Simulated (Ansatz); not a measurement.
Input for Ansatz (development build ahead of 0.2.0):

```yaml
crystal:
  periodic: [false, false, false]
  atoms:
    - { symbol: Ge, position_ang: [0.00051, 0.00047, 0.00072] }
    - { symbol: H, position_ang: [0.88688, 0.88679, 0.88786] }
    - { symbol: H, position_ang: [0.88732, -0.88834, -0.88798] }
    - { symbol: H, position_ang: [-0.88731, 0.88844, -0.88771] }
    - { symbol: H, position_ang: [-0.88741, -0.88831, 0.88804] }
basis:
  gaussian: { orbitals: cc-pVTZ }
hamiltonian:
  xc: hf
```

The input is written out in the form of the current development build from the run's settings.

Output:

| Item | Value |
| --- | --- |
| Converged | yes |
| Total energy | -2077.71800 hartree |
| Spin squared of the determinant | 0.000 |
